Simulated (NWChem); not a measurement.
System: C5H8; SMILES CC#CCC

Excerpt of the output:

```
             Northwest Computational Chemistry Package (NWChem) 7.3.0
             --------------------------------------------------------

                             Geometry "geometry" -> ""
                             -------------------------

 Output coordinates in angstroms (scale by  1.889725989 to convert to a.u.)

  No.       Tag          Charge          X              Y              Z
 ---- ---------------- ---------- -------------- -------------- --------------
    1 C                    6.0000     0.22031400     2.65737100    -0.00088400
    2 C                    6.0000    -0.08478600     1.22828800     0.02673700
    3 C                    6.0000    -0.34240700     0.04640700     0.05035800
    4 C                    6.0000    -0.62829500    -1.39076700     0.07605500
    5 C                    6.0000     0.63360500    -2.26141400    -0.07621100
    6 H                    1.0000     1.29580100     2.83387900    -0.12734600
    7 H                    1.0000    -0.08732200     3.15072100     0.92958900
    8 H                    1.0000    -0.29569300     3.16131500    -0.82767800
    9 H                    1.0000    -1.33929300    -1.63755200    -0.72493200
   10 H                    1.0000    -1.13556600    -1.64687700     1.01684000
   11 H                    1.0000     1.13762900    -2.05356900    -1.02558200
   12 H                    1.0000     1.34363600    -2.06252200     0.73301200
   13 H                    1.0000     0.37013900    -3.32473900    -0.05076500

 Effective nuclear repulsion energy (a.u.)     150.0445723780

  xc_inp: hfexch multiplicative factor not found.

                                 NWChem DFT Module
                                 -----------------

 Summary of "ao basis" -> "ao basis" (spherical)
 ------------------------------------------------------------------------------
       Tag                 Description            Shells   Functions and Types
 ---------------- ------------------------------  ------  ---------------------
 C                           6-31g*                  6       14   3s2p1d
 H                           6-31g*                  2        2   2s

            General Information
            -------------------
          SCF calculation type: DFT
          Wavefunction type:  closed shell.
          No. of atoms     :    13
          No. of electrons :    38
           Alpha electrons :    19
            Beta electrons :    19
          Charge           :     0
          Spin multiplicity:     1
          Use of symmetry is: off; symmetry adaption is: off
          Maximum number of iterations: 150
          AO basis - number of functions:    86
                     number of shells:    46
          Convergence on energy requested:  1.00D-06
          Convergence on density requested:  1.00D-05
          Convergence on gradient requested:  5.00D-04

              XC Information
              --------------
                     Hartree-Fock (Exact) Exchange  1.000

      Superposition of Atomic Density Guess
      -------------------------------------

 Sum of atomic energies:        -192.28713105

      Non-variational initial energy
      ------------------------------

 Total energy =    -195.498625
 1-e energy   =    -553.174301
 2-e energy   =     207.631103
 HOMO         =      -0.289235
 LUMO         =       0.078352

     ---------------------------------------------
      Total Density - Mulliken Population Analysis
     ---------------------------------------------

    Atom       Charge   Shell Charges
 -----------   ------   -------------------------------------------------------
    1 C    6     6.64   2.00  0.70  2.01  0.65  1.24  0.03
    2 C    6     6.10   2.00  0.73  1.90  0.54  0.88  0.04
    3 C    6     6.09   2.00  0.74  1.91  0.54  0.86  0.04
    4 C    6     6.40   2.00  0.70  1.93  0.62  1.12  0.04
    5 C    6     6.66   2.00  0.72  2.03  0.68  1.21  0.03
    6 H    1     0.75   0.46  0.29
    7 H    1     0.75   0.46  0.29
    8 H    1     0.75   0.46  0.29
    9 H    1     0.77   0.47  0.30
   10 H    1     0.77   0.47  0.30
   11 H    1     0.78   0.47  0.31
   12 H    1     0.78   0.47  0.31
   13 H    1     0.77   0.47  0.30

   convergence    iter        energy       DeltaE   RMS-Dens  Diis-err
 ---------------- ----- ----------------- --------- --------- ---------
 d= 0,ls=0.0,diis     1   -193.8836551900 -3.44D+02  8.66D-03  2.99D-01
 d= 0,ls=0.0,diis     2   -193.9363933743 -5.27D-02  2.87D-03  2.58D-02
 d= 0,ls=0.0,diis     3   -193.9406629181 -4.27D-03  1.00D-03  3.33D-03
 d= 0,ls=0.0,diis     4   -193.9411889790 -5.26D-04  1.74D-04  4.30D-05
 d= 0,ls=0.0,diis     5   -193.9411984671 -9.49D-06  3.93D-05  9.81D-06
  Resetting Diis
 d= 0,ls=0.0,diis     6   -193.9411998391 -1.37D-06  1.19D-05  8.22D-07
 d= 0,ls=0.0,diis     7   -193.9411999758 -1.37D-07  3.84D-06  6.11D-08

         Total DFT energy =     -193.941199975809
      One electron energy =     -557.342611155240
           Coulomb energy =      242.093620758415
    Exchange-Corr. energy =      -28.736781956952
 Nuclear repulsion energy =      150.044572377967

 Numeric. integr. density =        0.000000000000

                       DFT Final Molecular Orbital Analysis
                       ------------------------------------

 Vector   17  Occ=2.000000D+00  E=-5.040722D-01
              MO Center=  2.4D-01, -1.8D+00, -2.8D-02, r^2= 2.7D+00
   Bfn.  Coefficient  Atom+Function         Bfn.  Coefficient  Atom+Function
  ----- ------------  ---------------      ----- ------------  ---------------
    61      0.338734   5 C  pz               47     -0.259847   4 C  pz
    65      0.207700   5 C  pz               81     -0.196178  11 H  s
    83      0.196141  12 H  s                82     -0.171251  11 H  s
    84      0.171218  12 H  s                51     -0.167206   4 C  pz
    77      0.148607   9 H  s                79     -0.148577  10 H  s

 Vector   18  Occ=2.000000D+00  E=-3.542046D-01
              MO Center= -1.5D-01,  5.8D-01,  3.0D-02, r^2= 2.3D+00
   Bfn.  Coefficient  Atom+Function         Bfn.  Coefficient  Atom+Function
  ----- ------------  ---------------      ----- ------------  ---------------
    17      0.362264   2 C  px               31      0.362376   3 C  px
    21      0.267534   2 C  px               35      0.259635   3 C  px
    72     -0.113533   6 H  s                45     -0.103918   4 C  px
     3     -0.102940   1 C  px               62     -0.098466   5 C  s
    71     -0.096480   6 H  s                60     -0.093266   5 C  py

 Vector   19  Occ=2.000000D+00  E=-3.536346D-01
              MO Center= -2.6D-01,  6.3D-01,  4.4D-02, r^2= 2.2D+00
   Bfn.  Coefficient  Atom+Function         Bfn.  Coefficient  Atom+Function
  ----- ------------  ---------------      ----- ------------  ---------------
    19      0.372956   2 C  pz               33      0.368651   3 C  pz
    23      0.275472   2 C  pz               37      0.271829   3 C  pz
    47     -0.114155   4 C  pz                5     -0.105523   1 C  pz
    78      0.105646   9 H  s                80     -0.105785  10 H  s
    74     -0.099545   7 H  s                76      0.099200   8 H  s

 Vector   20  Occ=0.000000D+00  E= 2.127165D-01
              MO Center= -3.2D-02, -2.6D-01,  1.2D-02, r^2= 6.6D+00
   Bfn.  Coefficient  Atom+Function         Bfn.  Coefficient  Atom+Function
  ----- ------------  ---------------      ----- ------------  ---------------
    62      1.273237   5 C  s                48      0.762706   4 C  s
    86     -0.710660  13 H  s                72     -0.596842   6 H  s
    78     -0.530881   9 H  s                80     -0.531348  10 H  s
    36      0.476240   3 C  py               21      0.460526   2 C  px
    49     -0.403010   4 C  px               82     -0.374146  11 H  s

 Vector   21  Occ=0.000000D+00  E= 2.233630D-01
              MO Center= -3.4D-01,  6.9D-01,  5.4D-02, r^2= 4.8D+00
   Bfn.  Coefficient  Atom+Function         Bfn.  Coefficient  Atom+Function
  ----- ------------  ---------------      ----- ------------  ---------------
    74      0.638845   7 H  s                76     -0.637468   8 H  s
    78      0.618899   9 H  s                80     -0.618654  10 H  s
    51      0.493158   4 C  pz               23     -0.489435   2 C  pz
    37      0.490086   3 C  pz                9     -0.461447   1 C  pz
    19     -0.302060   2 C  pz               33      0.300996   3 C  pz

 Vector   22  Occ=0.000000D+00  E= 2.570219D-01
              MO Center=  2.7D-01,  3.0D+00, -4.6D-03, r^2= 3.8D+00
   Bfn.  Coefficient  Atom+Function         Bfn.  Coefficient  Atom+Function
  ----- ------------  ---------------      ----- ------------  ---------------
     6      2.906849   1 C  s                74     -1.208534   7 H  s
    76     -1.209015   8 H  s                72     -1.128545   6 H  s
    22     -0.699507   2 C  py               34     -0.496740   3 C  s
    36     -0.457295   3 C  py                8      0.315041   1 C  py
    21     -0.181061   2 C  px                1     -0.148263   1 C  s

     ---------------------------------------------
      Total Density - Mulliken Population Analysis
     ---------------------------------------------

    Atom       Charge   Shell Charges
 -----------   ------   -------------------------------------------------------
    1 C    6     6.53   2.00  0.64  2.07  0.71  1.07  0.05
    2 C    6     6.08   2.00  0.67  1.93  0.45  0.99  0.04
    3 C    6     6.04   2.00  0.67  1.93  0.44  0.97  0.04
    4 C    6     6.36   2.00  0.64  2.04  0.67  0.96  0.06
    5 C    6     6.48   2.00  0.64  2.04  0.68  1.07  0.05
    6 H    1     0.80   0.52  0.28
    7 H    1     0.80   0.52  0.28
    8 H    1     0.80   0.52  0.28
    9 H    1     0.81   0.52  0.29
   10 H    1     0.81   0.52  0.29
   11 H    1     0.83   0.52  0.30
   12 H    1     0.83   0.52  0.30
   13 H    1     0.83   0.52  0.31

     -------------------------------------------
      Total Density - Lowdin Population Analysis
     -------------------------------------------

    Atom       Charge   Shell Charges
 -----------   ------   -------------------------------------------------------
    1 C    6     6.35   1.99  0.53  1.87  0.43  1.44  0.08
    2 C    6     6.09   1.99  0.53  1.76  0.40  1.33  0.08
    3 C    6     6.08   1.99  0.53  1.76  0.40  1.32  0.08
    4 C    6     6.23   1.99  0.52  1.86  0.41  1.35  0.10
    5 C    6     6.35   1.99  0.55  1.86  0.44  1.43  0.08
    6 H    1     0.85   0.49  0.36
    7 H    1     0.85   0.49  0.36
    8 H    1     0.85   0.49  0.36
    9 H    1     0.86   0.50  0.36
   10 H    1     0.86   0.50  0.36
   11 H    1     0.87   0.50  0.37
   12 H    1     0.87   0.50  0.37
   13 H    1     0.88   0.50  0.38

     Multipole analysis of the density
     ---------------------------------

     L   x y z        total         alpha         beta         nuclear
     -   - - -        -----         -----         ----         -------
     0   0 0 0     -0.000000    -19.000000    -19.000000     38.000000

     1   1 0 0      0.031079     -0.059971     -0.059971      0.151021
     1   0 1 0      0.002926     -0.092991     -0.092991      0.188908
     1   0 0 1     -0.003471     -0.360281     -0.360281      0.717091

     2   2 0 0    -24.025407    -36.847692    -36.847692     49.669977
     2   1 1 0      1.092112      1.214200      1.214200     -1.336288
     2   1 0 1      0.007845      1.933238      1.933238     -3.858631
     2   0 2 0    -19.366326   -271.432872   -271.432872    523.499418
     2   0 1 1     -0.101864     -1.521079     -1.521079      2.940293
     2   0 0 2    -24.015763    -20.588542    -20.588542     17.161321

                     NWChem Electrostatic Potential Fit Module
                     -----------------------------------------

 Atom parameters

 Number of atoms is                                   13
 Number of basis functions is                         86

 Grid parameters

 Maximum number of grid points is                  49460
 Number of grid points is                          49459
 Grid range                                     0.300000 nm
 Grid spacing                                   0.020000 nm
 Probe radius                                   0.070000 nm
 Atom radius factor                             1.000000

 Atomic radii

    1    0.100000
    6    0.147000
 FASTESP  F
  using M.O. file = ./job.movecs

    Atom              Coordinates                           Charge

                                                  ESP

    1 C     0.022031    0.265737   -0.000088    0.076592
    2 C    -0.008479    0.122829    0.002674   -0.095580
    3 C    -0.034241    0.004641    0.005036   -0.341357
    4 C    -0.062830   -0.139077    0.007606    0.473061
    5 C     0.063361   -0.226141   -0.007621   -0.178474
    6 H     0.129580    0.283388   -0.012735    0.025936
    7 H    -0.008732    0.315072    0.092959    0.025365
    8 H    -0.029569    0.316132   -0.082768    0.026018
    9 H    -0.133929   -0.163755   -0.072493   -0.058571
   10 H    -0.113557   -0.164688    0.101684   -0.057952
   11 H     0.113763   -0.205357   -0.102558    0.045809
   12 H     0.134364   -0.206252    0.073301    0.045335
   13 H     0.037014   -0.332474   -0.005077    0.013819
                                            ------------
                                                0.000000

 Dipole moment                                  0.038132

 Quadrupole moment Qxx                         -4.245034
                   Qyy                          9.256232
                   Qzz                         -5.011198

 RMS deviation kJ/mol                           0.053640

 RRMS %                                        44.716528
```

Level: Hartree-Fock/6-31G* (spherical d). Structure relaxed at the B3LYP/6-31G* (spherical d) level.

Write an input that gives this output.

Several could match; the one computed here: the input that was run:
```
start job
memory heap 200 mb stack 900 mb global 1100 mb
geometry units angstroms noautosym nocenter noautoz
  C      0.220314     2.657371    -0.000884
  C     -0.084786     1.228288     0.026737
  C     -0.342407     0.046407     0.050358
  C     -0.628295    -1.390767     0.076055
  C      0.633605    -2.261414    -0.076211
  H      1.295801     2.833879    -0.127346
  H     -0.087322     3.150721     0.929589
  H     -0.295693     3.161315    -0.827678
  H     -1.339293    -1.637552    -0.724932
  H     -1.135566    -1.646877     1.016840
  H      1.137629    -2.053569    -1.025582
  H      1.343636    -2.062522     0.733012
  H      0.370139    -3.324739    -0.050765
end
basis spherical
  C library 6-31g*
  H library 6-31g*
end
dft
  xc hfexch
  iterations 150
  mulliken
end
task dft energy
esp
  recalculate
  probe 0.07
  range 0.3
  factor 1.0
  spacing 0.02
end
task esp
```
